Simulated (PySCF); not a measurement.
C8H6Se2, SMILES c1c[se]c(-c2ccc[se]2)c1, GFN2-xTB optimised geometry.

```
16

C      2.41    -1.84     0.00
C      1.54    -2.89     0.00
Se    -0.23    -2.33     0.00
C      0.43    -0.57     0.00
C     -0.43     0.57     0.00
C     -1.80     0.57     0.00
C     -2.41     1.84     0.00
C     -1.54     2.89     0.00
Se     0.23     2.33     0.00
C      1.80    -0.57     0.00
H      3.48    -1.97     0.00
H      1.79    -3.93     0.00
H     -2.37    -0.35     0.00
H     -3.48     1.97     0.00
H     -1.79     3.93     0.00
H      2.37     0.35     0.00
```

Density from PBE/def2-TZVP (PySCF) at that geometry.

Minimum of the electron density along straight lines between bonded atoms, close to the bond critical point (lines longer than 1.1 times the sum of covalent radii, or with two minima, are not listed):

```
bond     length / Å  ρ at the minimum / e bohr⁻³  ∇²ρ there / e bohr⁻⁵  position (fraction from the first atom)
-------  ----------  ---------------------------  --------------------  ---------------------------------------
C1–C2         1.358                        0.330                 -0.94                                     0.49
C2–Se3        1.854                        0.174                 -0.20                                     0.49
Se3–C4        1.885                        0.165                 -0.17                                     0.51
C4–C5         1.430                        0.290                   ___                                     0.50
C5–C6         1.370                        0.324                 -0.91                                     0.52
C6–C7         1.410                        0.302                 -0.84                                     0.50
C7–C8         1.358                        0.330                 -0.94                                     0.49
C5–Se9        1.885                        0.165                 -0.17                                     0.49
C8–Se9        1.854                        0.174                 -0.20                                     0.49
C1–C10        1.410                        0.302                 -0.84                                     0.50
C4–C10        1.370                        0.324                 -0.91                                     0.52
C1–H11        1.077                        0.285                 -1.00                                     0.65
C2–H12        1.075                        0.286                 -1.01                                     0.65
C6–H13        1.080                        0.282                 -0.98                                     0.64
C7–H14        1.077                        0.285                 -1.00                                     0.65
C8–H15        1.075                        0.286                 -1.01                                     0.65
C10–H16       1.080                        0.282                 -0.98                                     0.64
```

Problem. Complete the blanks.

Solution. 
- C4–C5, ∇²ρ there / e bohr⁻⁵: -0.79
